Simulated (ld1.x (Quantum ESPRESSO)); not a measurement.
## Sn (Z = 50): excitation energies, all-electron against TM

- Element: Sn
- Generator: ld1.x (Quantum ESPRESSO) 7.5
- Type: norm-conserving Troullier–Martins (Kleinman–Bylander form)
- Functional: PBE
- Relativity: scalar-relativistic
- Frozen core: [Kr] 4d10
- Valence charge: 4
- Reference configuration: 5s2 5p2
- Partial waves: 5s (bound): rc 1.70 bohr; 5p (bound): rc 1.80 bohr; 5d channel at 0.05 Ry: rc 1.60 bohr
- Local potential: all-electron potential smoothed inside 1.55 bohr (lloc = -2)
- Core correction: none

Energies are relative to the spin-unpolarised reference configuration 5s2 5p2; without spin polarisation the order of configurations can differ from experiment.

| valence configuration | charge | ΔE all-electron (eV) | error AE − PS (meV) |
| --- | --- | --- | --- |
| 5s2 5p1 | +1 | 6.875 | +7.1 |
| 5s2 5p0 | +2 | 20.827 | +71 |
| 5s1 5p0 | +3 | 51.798 | +539 |
| 5s0 5p4 | 0 | 14.186 | +110 |
| 5s2 5p2.3 | -0.3 | -0.849 | +0.6 |
| 5s2 5p1.5 | +0.5 | 2.616 | +1.0 |

What are ΔE and the potential's error for 5s1 5p3?

ΔE = 6.978 eV all-electron; the error (AE − PS) is +25 meV.
